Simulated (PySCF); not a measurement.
Ga(F)2(vinyl) (C2H3F2Ga), SMILES [CH]([Ga]([F])[F])=C. Heavy atoms are numbered as in [Ga:1]([F:2])([F:3])[CH:4]=[CH2:5]. Hydrogens are named by the atom that carries them.

Coordinates come from a TPSSh-D3(BJ)/def2-SVP optimisation. The structure was generated by enumeration; whether it is a known compound was not checked. Other conformers were not sampled.

The numbers are results of PBE/def2-TZVP (PySCF), not measurements.

Atomic charges (e), one atom of each kind:

| atom | Mulliken | IAO | Löwdin |
|---|---|---|---|
| Ga1 | 0.67 | 1.18 | 0.24 |
| F2 | -0.33 | -0.50 | -0.09 |
| C4 (CH) | -0.20 | -0.44 | -0.31 |
| C5 (CH2) | -0.22 | -0.24 | -0.17 |
| H on C4 | 0.14 | 0.17 | 0.15 |
| H on C5 | 0.13 | 0.16 | 0.13 |
